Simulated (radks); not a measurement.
Problem. These are the eigenvalues of the occupied orbitals of an atom or ion with whole-number occupations (hartree). Method: scalar-relativistic Kohn-Sham, Slater X-alpha with alpha = 0.966, spin-unpolarised, spherical densities, finite nucleus; Fermi nuclear charge, rms radius of each element as measured or else 0.836 A^(1/3) + 0.57 fm; computed with a radial shooting solver on a logarithmic mesh with Libxc functionals.

orbital  eigenvalue
1s        -2724.609
2s        -476.7798
2p        -416.0126
3s        -111.7448
3p        -93.84608
3d        -73.80473
4s        -24.10050
4p        -18.19922
4d        -10.84295
5s         -3.88394
4f         -2.61571
5p         -2.35535
5d         -0.64006
6s         -0.54243

Which element is it, and in what charge state? The configuration may be excited.

Solution. Z = 76, osmium, charge +1: Os+ in [Xe] 4f14 5d6 6s1. The list shows which subshells hold electrons but not how many an open one holds; the 1s level, -2724.6 hartree, gives Z - s = 73.8 by -(Z - s)^2/2, which with screening and relativity narrows Z to a few neighbours, and the depths of the outer levels then fix element, charge and occupations together.
